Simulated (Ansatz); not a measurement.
Species: GeH₂SeBr, charge 0, doublet. GeH2SeBr (SMILES [GeH2][Se]Br, doublet).
B3LYP-D3(BJ)/def2-TZVP minimum from Ansatz (a first-principles code):
```
Ge
H 1 1.5540
H 1 1.5564 2 110.28
Se 1 2.3814 2 107.82 3 109.63
Br 4 2.3502 1 98.46 2 51.86
```
Charge 0, spin multiplicity 2.

Atomisation energy term by term, kcal/mol (programs: Ansatz). Open shells are spin-unrestricted; no spin-orbit coupling. Cores are frozen in correlated methods (noble-gas shells, and filled d and f shells in the p block). No relativity. CBS(X,Y): correlation extrapolated as X^-3, Hartree-Fock from the larger set. A bracket is a step between two methods taken in the basis named. For partners of very few electrons the exact lower level stands in for a higher one. Spin-orbit terms, left out, reach several kcal/mol for Br and I, and more for heavier atoms.

```csv
term,basis,kcal/mol
Hartree-Fock,cc-pVQZ,155.00
CCSD correlation,"CBS(cc-pVTZ,cc-pVQZ)",83.17
(T),"CBS(cc-pVTZ,cc-pVQZ)",7.68
CCSDT(Q) - CCSD(T),cc-pVDZ,0.78
sum: De,,246.6
```
